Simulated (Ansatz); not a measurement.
Ag₂H₃. Charge 0, multiplicity 2. Geometry r2SCAN-D4/def2-TZVPD, that of the charge -1 singlet; atoms count from 1.

```xyz
5

Ag   -0.6425    0.2466   -1.2411
Ag    0.4533   -0.1659    1.3345
H     1.6855   -0.6637    2.3179
H    -0.9669    0.4121    0.4774
H    -0.5294    0.1710   -2.8887
```

In the def2 sets Ag takes a core potential; there is no spin–orbit coupling. The structure comes from a short search, and lower isomers may exist.

Q: Estimate the Mulliken populations from the PBE0/def2-TZVPD orbitals of Ansatz.

A: 
```tsv
atom	charge (e)	spin (α − β)	d electrons
Ag1	-0.17	0.29	9.76
Ag2	-0.17	0.29	9.76
H3	0.07	0.23	–
H4	0.20	-0.03	–
H5	0.07	0.23	–
```
Mulliken values depend strongly on the basis. With diffuse functions, as here, like atoms can get unlike values, and bond orders can come out too low or too high.

Q: Where does the spin sit?

A: Summed by element: Ag 0.58, H 0.42, of 1 unpaired in all. Largest on single atoms: Ag1 0.29, Ag2 0.29, H3 0.23.

Q: And the Mayer bond orders between heavy atoms (over 0.3)?

A: Ag1–Ag2 0.74 (2.83 Å).
